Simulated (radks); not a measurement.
Spherical quantum dot in the effective-mass picture: electrons in a parabolic well V = omega^2 r^2 / 2 with omega = 0.802, with a point charge +1 (a donor) at the centre, all in effective atomic units (hartree* = m*/eps^2 hartree, bohr* = eps/m* bohr), one dielectric constant everywhere. Method: non-relativistic Kohn-Sham, LDA (Slater exchange, Perdew-Wang correlation), spin-polarised, spherical densities; computed with a radial shooting solver with Libxc functionals. Levels are named by radial order and angular momentum (1s, 1p, 1d, 2s, ...), and open shells are averaged over m. Results are scaled to m* = 0.367 and eps = 15.9, for which hartree* = 39.5 meV and bohr* = 2.293 nm. Each electron was tried in the lowest free levels, single moves between levels near the top were tried too, and the lowest total energy was kept; such a search can miss a lower state. At N = 1 the Hartree and exchange-correlation terms need not cancel, so that row can carry a self-interaction error.

N,open shells,2S,E (meV),mu = E(N) - E(N-1) (meV),addition energy mu(N+1) - mu(N) (meV),rms radius (nm)
1,"1s(up 1, down 0)",1,1.54609,1.5461,33.24,2.460
2,none,0,36.3337,34.788,61.61,2.714
3,"1p(up 1, down 0)",1,132.736,96.402,17.30,3.305
4,"1p(up 2, down 0)",2,246.434,113.70,17.37,3.631
5,"1p(up 3, down 0)",3,377.505,131.07,21.50,3.865
6,"1p(up 3, down 1)",2,530.075,152.57,15.55,4.066
7,"1p(up 3, down 2)",1,698.198,168.12,15.57,4.236
8,none,0,881.891,183.69,32.13,4.386
9,"2s(up 1, down 0)",1,1097.71,215.82,16.03,4.582
10,none,0,1329.57,231.85,17.34,4.753
11,"1d(up 1, down 0)",1,1578.76,249.19,13.09,4.906
12,"1d(up 2, down 0)",2,1841.04,262.28,12.97,5.044
13,"1d(up 3, down 0)",3,2116.29,275.25,12.83,5.169
14,"1d(up 4, down 0)",4,2404.36,288.07,12.68,5.285
15,"1d(up 5, down 0)",5,2705.12,300.75,15.53,5.394
16,"1d(up 5, down 1)",4,3021.40,316.28,12.06,5.498
17,"1d(up 5, down 2)",3,3349.74,328.34,11.97,5.597
18,"1d(up 5, down 3)",2,3690.06,340.32,11.88,5.690
19,"1d(up 5, down 4)",1,4042.25,352.19,11.77,5.780
20,none,0,4406.21,363.96,29.33,5.866
21,"1f(up 1, down 0)",1,4799.50,393.29,10.91,5.966
22,"1f(up 2, down 0)",2,5203.70,404.20,10.84,6.061
23,"1f(up 3, down 0)",3,5618.74,415.04,10.77,6.151
24,"1f(up 4, down 0)",4,6044.55,425.81,10.69,6.237
25,"1f(up 5, down 0)",5,6481.04,436.49,10.61,6.319
26,"1f(up 6, down 0)",6,6928.15,447.10,10.53,6.398
27,"1f(up 7, down 0)",7,7385.78,457.64,12.99,6.475
28,"1f(up 7, down 1)",6,7856.41,470.63,10.21,6.549
29,"1f(up 7, down 2)",5,8337.25,480.84,10.16,6.621
30,"1f(up 7, down 3)",4,8828.25,490.99,10.10,6.691
31,"1f(up 7, down 4)",3,9329.34,501.09,-,6.759

All shells are closed at N = 2, 8, 10, 20 (there: 1s2 1p6 1d10 2s2); the second difference of the energy has clear peaks (12 % above both neighbours; the first and last values, which can be the largest, are not judged, and half-filled shells can peak too) at N = 2, 5, 8, 15, 20, 27.
